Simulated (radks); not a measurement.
Values are calculated unless marked as measured or tabulated.
All-electron atom: B II in [He] 2s2. Level of theory: non-relativistic Kohn-Sham, BLYP, spin-unpolarised, spherical densities, point nucleus (a radial shooting solver on a logarithmic mesh with Libxc functionals).

Normalised radial functions P(r) = r R(r), r in bohr:

r	1s	2s
0.01363	0.2659	0.0641
0.01679	0.3223	0.0777
0.0205	0.3863	0.0931
0.02525	0.4645	0.1118
0.03083	0.5516	0.1327
0.03766	0.6511	0.1565
0.04637	0.7676	0.1842
0.05664	0.8908	0.2132
0.06973	1.0277	0.2449
0.08517	1.1629	0.2754
0.1049	1.2996	0.3046
0.1281	1.4171	0.3268
0.1577	1.5115	0.3391
0.1926	1.5612	0.3349
0.2371	1.5559	0.3073
0.2896	1.4857	0.2522
0.3566	1.3420	0.1601
0.4356	1.1436	0.0365
0.532	0.9058	-0.1180
0.655	0.6474	-0.3004
0.8	0.4204	-0.4781
0.985	0.2343	-0.6402
1.203	0.1143	-0.7467
1.481	0.0443	-0.7783
1.809	0.0141	-0.7234
2.228	0.0032	-0.5922
2.721	0.0005	-0.4285
3.35	0.0001	-0.2618
4.091	0.0000	-0.1362
5.037	0.0000	-0.0549
6.153	0.0000	-0.0177

1s: eigenvalue -194.11 eV, 0 radial nodes, <r> = 0.329 bohr, 90 % of the charge inside 0.592 bohr. 2s: eigenvalue -19.398 eV, 1 radial node at r = 0.458 bohr, <r> = 1.78 bohr, 90 % of the charge inside 2.79 bohr.
